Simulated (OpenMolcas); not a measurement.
A run on Cu3+ with 4 ligands (chloride) in square-planar coordination (D4h) at 2.28 Å. A charge of +0.25 e stands 2.4 Å behind each ligand. Ligand basis ANO-RCC-VDZP.

* Program: OpenMolcas
* Method: SS-CASPT2, IPEA 0.25 Eh, imaginary shift 0.1 Eh (closed shells correlated: 3s 3p and the ligand valence shells)
* Basis: ANO-RCC-VTZP [6s5p3d2f1g]
* Scalar Hamiltonian: DKH2, point nucleus
* Active space: 8 electrons in 5 orbitals (3d)
* State averaging: 2S+1 = 3 even, 10 roots; 2S+1 = 1 even, 15 roots
* Spin-orbit coupling: state interaction with AMFI integrals over the reference wave functions

First CASPT2 step and the start of its output:

```
&CASPT2
Multistate=10 1 2 3 4 5 6 7 8 9 10
NoMult
Frozen=12 13
IPEA=0.25
Imaginary=0.1
MaxIter=60
WThr=0.0 0.3 0.05
PrWF=0.5
NoMix
```

```
--- CASPT2 ---
Orbital specifications:
      -----------------------

      Symmetry species                           1   2
                                                ag  au
      Frozen orbitals                           12  13
      Inactive orbitals                          9  11
      Active orbitals                            5   0
      Secondary orbitals                        40  41
      Deleted orbitals                           0   0
      Number of basis functions                 66  65
Type of calculation                        SS-CASPT2
      Fock operator                              state-specific
      IPEA shift                                 0.25
      Real shift                                 0.00
      Imaginary shift                            0.10
      The input orbitals will be transformed to quasi-canonical
Reference energy:       -3497.0902658820
      E2 (Non-variational):      -1.4170152812
      Shift correction:          -0.0030060113
      E2 (Variational):          -1.4200212925
      Total energy:           -3498.5102871745
      Residual norm:              0.0000002612
      Reference weight:           0.70169
      Contributions to the CASPT2 correlation energy
      Active & Virtual Only:         -0.2264484186
      One Inactive Excited:          -0.4344163290
      Two Inactive Excited:          -0.7561505336
Reference energy:       -3497.0842158272
      E2 (Non-variational):      -1.4616703871
      Shift correction:          -0.0203431116
      E2 (Variational):          -1.4820134987
      Total energy:           -3498.5662293259
      Residual norm:              0.0000006156
      Reference weight:           0.63421
      Contributions to the CASPT2 correlation energy
      Active & Virtual Only:         -0.2306185564
...
```

Over all roots the printed reference weights run from 0.04 to 0.72, and roots that are degenerate in the reference spread by up to 13 cm-1.

Did the run give usable levels, and if not, why?

No. The equations converged, but the reference weight falls to 0.04 for at least one root against 0.72 for the best. A drop of that size marks an intruder state, so the energies of such roots and the levels built on them can't be trusted.
